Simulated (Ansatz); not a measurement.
`[SiH3]CS[SiH3]` and `CSCS[SiH3]` differ in one atom or group.

Ansatz, PBE0-D4/def2-TZVP geometries, multiplicity 1. Each molecule was computed in one conformer, which needn't be the lowest.

| property | `[SiH3]CS[SiH3]` |
| --- | --- |
| size of the dipole moment (ωB97M-V/def2-TZVPP) / D | 1.16 |
| size of the dipole moment (PBE/def2-TZVPP) / D | 1.13 |
| LUMO energy (PBE0/def2-TZVPP) / eV | -0.16 |
| HOMO energy (PBE0/def2-TZVPP) / eV | -6.89 |
| size of the dipole moment (B3LYP/def2-TZVPP) / D | 1.16 |
| LUMO energy (B3LYP/def2-TZVPP) / eV | -0.36 |

**Question.** Give the same properties after the change, and the shifts. (An estimate is asked.)

**Answer.** Computed: 
| property | `CSCS[SiH3]` | shift |
| --- | --- | --- |
| size of the dipole moment (ωB97M-V/def2-TZVPP) / D | 1.09 | -0.07 |
| size of the dipole moment (PBE/def2-TZVPP) / D | 1.19 | 0.06 |
| LUMO energy (PBE0/def2-TZVPP) / eV | -0.11 | 0.05 |
| HOMO energy (PBE0/def2-TZVPP) / eV | -6.70 | 0.19 |
| size of the dipole moment (B3LYP/def2-TZVPP) / D | 1.12 | -0.04 |
| LUMO energy (B3LYP/def2-TZVPP) / eV | -0.32 | 0.04 |

With PBE0 the HOMO rises by 0.19 eV and the LUMO rises by 0.05 eV, so the gap narrows by about 0.14 eV. PBE moves the HOMO by 0.20 eV and ωB97M-V by 0.16 eV. The zero-point energy changes by 38.7 kJ/mol with +3 modes. Dipoles are sizes alone; their direction can turn.

Positive LUMOs are unbound, so they and the gaps depend on the basis.

B3LYP here is the variant with VWN-RPA as its local correlation; programs differ in this.
